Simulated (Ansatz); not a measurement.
`OP([SiH3])S` + `C=C=C[SiH3]` → `C=C=C[SiH2][SiH3]` + `OPS`  (formal exchange of groups at the Si–P bond)

Isolated molecules relaxed with PBE0-D4/def2-TZVP in Ansatz; ΔE leaves out vibrations. CCSD(T)/CBS adds triple-zeta CCSD(T) − MP2 to the extrapolated MP2 energy (def2 sets, frozen cores). DFT in def2-TZVPP. B3LYP here is the variant with VWN-RPA as its local correlation; programs differ in this. One conformer a species, not always the lowest.

```tsv
level	ΔE (kJ/mol)	difference from CCSD(T)/CBS
PBE-D4	6.5	-0.9
r2SCAN-D4	7.4	0.0
PBE0-D4	5.9	-1.5
B3LYP-D4	9.3	1.9
ωB97X-V	7.3	-0.1
ωB97M-V	11.5	4.1
B2PLYP	7.5	0.1
PBE	4.2	-3.2
r2SCAN	7.3	-0.1
PBE0	4.1	-3.3
B3LYP	5.2	-2.2
HF/def2-TZVPP	5.6	-1.8
MP2/def2-TZVPP	10.6	3.2
SCS-MP2/def2-TZVPP	8.9	1.5
CCSD/def2-TZVPP	4.6	-2.8
CCSD(T)/def2-TZVPP	5.8	-1.6
HF/def2-QZVPP	4.9	-2.5
MP2/def2-QZVPP	11.3	3.9
SCS-MP2/def2-QZVPP	9.4	2.0
HF/CBS(def2)	4.8	-2.6
MP2/CBS(def2)	12.2	4.8
CCSD/CBS(def2)	6.2	-1.2
CCSD(T)/CBS	7.4	0
```

Largest T1 diagnostic among the species: 0.014.

The D4 term adds +4.1 kJ/mol with B3LYP and +1.8 kJ/mol with PBE0; it sums over pairs of atoms, weighted by their polarisabilities, and B3LYP, whose exchange is more repulsive, gets the larger term.
